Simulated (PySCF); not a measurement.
CH₆GeOTe, SMILES [Te]([GeH3])OC. The structure is a stationary point at PBE-D3(BJ)/def2-SVP. The structure was generated by enumeration, and PubChem lists no compound with its InChIKey, so it may never have been made. The def2 effective core potentials stand for the cores of Te; spin–orbit coupling is left out. One conformer was computed; it need not be the lowest.

Give the equilibrium geometry at PBE-D3(BJ)/def2-SVP (PySCF confirms it by a frequency run) as a Z-matrix. (The exact figures need the calculation; the answer reports its results.)

Several could match; the one computed here: 
```
O
C 1 1.4161
H 2 1.1122 1 105.94
H 2 1.1150 3 108.04 1 -121.95
H 2 1.1160 3 107.90 4 -116.39
Te 1 2.0522 2 115.40 3 -179.20
Ge 6 2.5878 1 92.76 2 -87.58
H 7 1.5500 6 110.68 1 -67.30
H 7 1.5511 8 109.51 6 -120.22
H 7 1.5525 8 110.16 9 -121.03
```
Charge 0, spin multiplicity 1.
